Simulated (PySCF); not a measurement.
**Working out the ionisation energy of As**

As [Ar] 3d10 4s2 4p3 (4S) → As⁺ [Ar] 3d10 4s2 4p2 (3P). All numbers are calculated (PySCF 2.14, the non-relativistic Hamiltonian (point nucleus), in def2-QZVPPD). Frozen: [Ne]. Energies in hartree (1 hartree = 27.21139 eV):

| part | As (lower) | As⁺ (upper) |
| --- | --- | --- |
| UHF | -2234.239146 | -2233.892386 |
| MP2 opposite-spin | -0.470849 | -0.461169 |
| MP2 same-spin | -0.247107 | -0.234140 |

**Question.** What does Hartree-Fock give?

**Answer.** (-2233.892386) − (-2234.239146) = 0.346760 hartree = 9.436 eV.

**Question.** What do MP2 and SCS-MP2 (6/5 opposite-spin, 1/3 same-spin) give?

**Answer.** The opposite-spin parts differ by 0.263 eV and the same-spin parts by 0.353 eV. MP2: 9.436 + (0.263) + (0.353) = 10.052 eV. SCS-MP2: 9.436 + 1.2 × (0.263) + (0.353)/3 = 9.869 eV.

Measured between the centres of the two terms (NIST): 10.008 eV, so MP2 (valence and next inner shell) is off by 0.044 eV.

The calculation is non-relativistic.

What remains against the reference includes basis incompleteness, the frozen core and correlation beyond second order.
